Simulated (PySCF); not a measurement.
Simulated Si 1s region for `CO[SiH2][SiH2][GeH3]`, binding energy against the vacuum level.

Every computed line was given a Gaussian of 1.0 eV full width at half maximum and an area set by the number of equivalent atoms; the highest printed point is 100. Theory: delta-SCF UKS SCAN, pcX-2 on the ionised atom, pcseg-1 elsewhere, spin-free X2C in PySCF 2.14.0.

binding energy (eV), intensity and a bar:
```
   1844.4          0 
   1844.5          0 
   1844.6          1 
   1844.7          2 
   1844.8          3 #
   1844.9          5 ##
   1845.0          9 ###
   1845.1         14 ####
   1845.2         22 ######
   1845.3         31 #########
   1845.4         42 #############
   1845.5         54 ################
   1845.6         67 ####################
   1845.7         78 #######################
   1845.8         87 ##########################
   1845.9         93 ############################
   1846.0         97 #############################
   1846.1         99 ##############################
   1846.2        100 ##############################
   1846.3        100 ##############################
   1846.4        100 ##############################
   1846.5         99 ##############################
   1846.6         98 #############################
   1846.7         94 ############################
   1846.8         88 ##########################
   1846.9         79 ########################
   1847.0         68 ####################
   1847.1         56 #################
   1847.2         44 #############
   1847.3         33 ##########
   1847.4         23 #######
   1847.5         15 #####
   1847.6         10 ###
   1847.7          6 ##
   1847.8          3 #
   1847.9          2 
   1848.0          1 
   1848.1          0 
   1848.2          0
```

Q: How many maxima does the curve show, and how many computed lines lie under it?

A: The curve has 1 maximum (at 1846.3 eV). Under it lie 2 lines from 2 inequivalent silicon sites. At this width some lines have no maximum of their own.

Q: Decompose the envelope and assign each component. Numbering: `[CH3:1][O:2][SiH2:3][SiH2:4][GeH3:5]`.

A: 
| position (eV) | relative area | line | atoms | environment |
| --- | --- | --- | --- | --- |
| 1845.89 | 1 | Si 1s | Si4 | SiH2 silicon |
| 1846.72 | 1 | Si 1s | Si3 | oxygen-bound silicon |

Q: What are the centre and the root-mean-square width of the whole band?

A: The area-weighted mean of the lines is 1846.31 eV. Their own spread about it is 0.42 eV (rms) and each Gaussian has σ = 1.0/2.355 = 0.42 eV; the variances add, which gives 0.60 eV.

Q: Above which line width would these two lines show one maximum?

A: Two equal Gaussians merge once their distance is under 2σ = FWHM/1.177. With 0.83 eV between them that is a full width over 0.98 eV.

The listed Si 1s values span 0.83 eV, from Si4 (bonded to 2 H, Ge and Si) to Si3 (bonded to O, 2 H and Si).

The curve has no shake-up lines and no vibrational structure. Geometry: PBE0-D3(BJ)/def2-SVP, one conformer, isolated molecule.

The values belong to the conformer `[CH3:1][O:2][SiH2:3][SiH2:4][GeH3:5]`: C1–O2–Si3–Si4 180°, O2–Si3–Si4–Ge5 175°.
